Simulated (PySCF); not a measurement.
A structure optimised at PBE-D3(BJ)/def2-TZVP, used in a PySCF frequency run:

```xyz
7

Zr     0.0000     0.0000    -0.2895
O     -1.6369     0.0000     0.7089
H     -2.2423     0.0000     1.4597
O      1.6369     0.0000     0.7089
H      2.2423     0.0000     1.4597
H      0.0000     1.5511    -1.3417
H      0.0000    -1.5511    -1.3417
```
Charge 0, spin multiplicity 1.

Question: Write its SMILES, formula and point group.

Answer: [OH][ZrH2][OH], H4O2Zr, C2v

Question: What are its rotational constants (standard atomic weights)?

Answer: 13.881, 5.0174, 3.9659 GHz
